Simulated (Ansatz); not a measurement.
Relaxation of C$_{2}$H$_{7}$BOSi (12 atoms, charge 0, multiplicity 1), to a largest force component of 0.015 eV/Å in at most 40 steps.

All numbers below come from Ansatz 0.2.0, RKS BLYP-D4/def2-SVP.

```xyz
12
Properties=species:S:1:pos:R:3:forces:R:3
C -1.334 0.347 -0.190 -1.68 2.30 -1.00
C 0.131 0.343 -0.016 -0.64 1.02 2.26
O 0.794 1.480 -0.472 1.85 -0.72 -2.03
B 0.705 -0.144 1.391 -0.44 -0.82 -0.99
Si 0.956 -1.212 -0.359 1.84 -1.74 0.71
H -1.877 -0.498 0.211 -0.30 -0.76 0.29
H -1.766 1.290 0.315 0.28 -0.87 -0.28
H -1.584 0.478 -1.291 0.01 -0.28 0.56
H 0.410 2.233 -0.077 -1.01 1.97 1.20
H 0.741 -0.019 2.586 0.12 0.38 -0.06
H 0.174 -2.452 -0.196 -0.13 -0.28 -0.28
H 2.427 -1.194 -0.544 0.10 -0.20 -0.37
```

Problem. Where does it end, and by what steps?

Solution. The forces met the threshold. After 23 steps the energy has fallen by 2.012 eV; H12 moved furthest, 1.99 Å. Parted: C2–Si5 (1.79 → 2.94 Å).

| step | energy less start (eV) | largest force component (eV/Å) | accepted |
| --- | --- | --- | --- |
| 0 | 0.0000 | 2.296 | yes |
| 1 | -0.5825 | 1.015 | yes |
| 2 | -0.8225 | 0.729 | yes |
| 3 | -0.8912 | 0.428 | yes |
| 4 | -0.9467 | 0.404 | yes |
| 5 | -0.9813 | 0.492 | yes |
| 6 | -0.9639 | 0.911 | no |
| 7 | -1.0276 | 0.250 | yes |
| 8 | -1.0585 | 0.421 | yes |
| 9 | -1.1167 | 0.746 | yes |
| 10 | -1.2313 | 0.806 | yes |
| 11 | -1.3541 | 1.090 | yes |
| 12 | -1.5045 | 1.810 | yes |
| 13 | -1.6323 | 1.671 | yes |
| 14 | -1.7826 | 1.393 | yes |
| 15 | -1.8948 | 1.156 | yes |
| 16 | -1.9534 | 0.499 | yes |
| 17 | -1.9933 | 0.189 | yes |
| 18 | -1.9842 | 0.597 | no |
| 19 | -2.0045 | 0.076 | yes |
| 20 | -2.0104 | 0.077 | yes |
| 21 | -2.0109 | 0.078 | yes |
| 22 | -2.0121 | 0.025 | yes |
| 23 | -2.0122 | 0.011 | yes |

```xyz
12
Properties=species:S:1:pos:R:3
C -1.269 0.521 -0.406
C 0.001 0.866 0.332
O 0.082 2.172 0.698
B 1.154 -0.034 0.706
Si 1.101 -1.856 0.197
H -1.309 -0.539 -0.712
H -2.159 0.726 0.233
H -1.377 1.149 -1.320
H -0.717 2.661 0.404
H 2.107 0.399 1.318
H -0.002 -2.536 -0.572
H 2.166 -2.877 0.480
```

Whether the end is a true minimum wasn't checked by a vibrational analysis.

Time of the run: 38 s on 2 threads of Intel(R) Xeon(R) Platinum 8488C (Sapphire Rapids), with other jobs on the host, peak memory 0.17 GiB.
